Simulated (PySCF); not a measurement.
Species: C5H6F3NO.
Atom-mapped SMILES: `[CH3:1][NH:2][C:3](=[O:4])/[CH:5]=[CH:6]\[C:7]([F:8])([F:9])[F:10]` (hydrogens: H11, H12, H13 on C1; H14 on N2; H15 on C5; H16 on C6)

Cartesian coordinates in Å at the PBE0-D3(BJ)/def2-SVP level; atoms count from 1:
```xyz
16
C5H6F3NO angstrom
C      2.1845    0.4006    0.8153
N      0.9300   -0.0971    0.3183
C      0.5278    0.1161   -0.9573
O      1.2002    0.6612   -1.8116
C     -0.8359   -0.3939   -1.3170
C     -1.9877   -0.2259   -0.6624
C     -2.1605    0.4711    0.6548
F     -1.7409   -0.3002    1.6834
F     -1.4836    1.6155    0.7353
F     -3.4459    0.7382    0.8740
H      2.7185    0.8563   -0.0282
H      2.8011   -0.4108    1.2325
H      2.0327    1.1658    1.5939
H      0.2932   -0.5522    0.9593
H     -0.8619   -0.8791   -2.2971
H     -2.9214   -0.6057   -1.0850
```

Level: wB97X-D/def2-SVPD in PySCF, non-relativistic, on one gas-phase PBE0-D3(BJ)/def2-SVP geometry that isn't relaxed in the solvent. The solvent is an IEF-PCM continuum (Bondi radii, 1.10 Å for H, scaled by 1.2), and excitations are vertical TDDFT with non-equilibrium linear response and a frozen core. Specific hydrogen bonds and non-electrostatic terms are outside this model.

```csv
run,E − E(gas) (kJ/mol),HOMO (eV),HOMO–LUMO gap (eV),dipole (D),lowest singlet (eV),static polarisability (au)
gas,0.00,-9.62,9.70,2.72,4.88,74.7
P,-23.93,-9.57,9.80,3.48,5.10,90.5
Q,-14.90,-9.58,9.76,3.16,5.01,84.1
```

**Question.** The runs were made in benzene and chloroform. Which run belongs to which solvent?

**Answer.** P = chloroform, Q = benzene. The dielectric constants are 2.271 (benzene), 4.711 (chloroform), and the energy falls further as ε rises. The optical constants n² used for the excitations are 2.25, 2.09 in the same order. In this model the ground state sees the solvent through ε alone.

**Question.** How constant is the ratio of the lowering to (ε − 1)/(2ε + 1)?

**Answer.** 
```csv
solvent,(ε − 1)/(2ε + 1),E − E(gas) (kJ/mol),ratio (kJ/mol),polarisation term (kJ/mol)
benzene,0.229,-14.90,-65.0,-16.26
chloroform,0.356,-23.93,-67.2,-27.59
```

The ratio changes by +3.4 % in size from benzene to chloroform. The polarisation term is half the interaction of the solute with the induced surface charges.

wB97X-D is run here without its empirical dispersion term; that term would change no orbital, density or response property at a fixed geometry.
